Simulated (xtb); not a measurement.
H2B3N, SMILES `B=BB=N` (charge 0, multiplicity 1), GFN2-xTB (xtb). The run did not converge; its last values are not results.

```
xtb start.xyz --ohess tight --gfn 2 --chrg 0 --uhf 0 --iterations 400

# start.xyz
6

B      2.228388    -0.111273     0.556516
B      0.714565     0.183824     0.008608
B     -0.957271     0.025134     0.039709
N     -2.258832    -0.444145    -0.675841
H      3.370007     0.263732     0.185224
H     -3.096856    -0.268495    -0.114216
```

The last lines of the output:

```
           -------------------------------------------------

          ...................................................
          :                      SETUP                      :
          :.................................................:
          :  # basis functions                  18          :
          :  # atomic orbitals                  18          :
          :  # shells                           10          :
          :  # electrons                        16          :
          :  max. iterations                   400          :
          :  Hamiltonian                  GFN2-xTB          :
          :  restarted?                      false          :
          :  GBSA solvation                  false          :
          :  PC potential                    false          :
          :  electronic temp.          300.0000000     K    :
          :  accuracy                    1.0000000          :
          :  -> integral cutoff          0.2500000E+02      :
          :  -> integral neglect         0.1000000E-07      :
          :  -> SCF convergence          0.1000000E-05 Eh   :
          :  -> wf. convergence          0.1000000E-03 e    :
          :  Broyden damping             0.4000000          :
          :  net charge                          0          :
          :  unpaired electrons                  0          :
          ...................................................

 iter      E             dE          RMSdq      gap      omega  full diag

last geometry written to: xtblast.xyz

########################################################################
[ERROR] Program stopped due to fatal error
-13- Geometry optimization failed
-12- xtb_calculator_singlepoint: Electronic structure method terminated
-11- scf: Self consistent charge iterator terminated
-10- scc_core: Diagonalization of Hamiltonian failed
-9- mctc_lapack_sygvd: Failed to solve eigenvalue problem
-8- xtb_geoopt: Trying to recover from failed geometry optimization
-7- xtb_geoopt: Geometry optimization did not converge
-6- optimizer_ancopt: Could not relax/optimize structure
-5- optimizer_relax: SCF not converged, aborting...
-4- xtb_calculator_singlepoint: Electronic structure method terminated
-3- scf: Self consistent charge iterator terminated
-2- scc_core: Diagonalization of Hamiltonian failed
-1- mctc_lapack_sygvd: Failed to solve eigenvalue problem
########################################################################
```
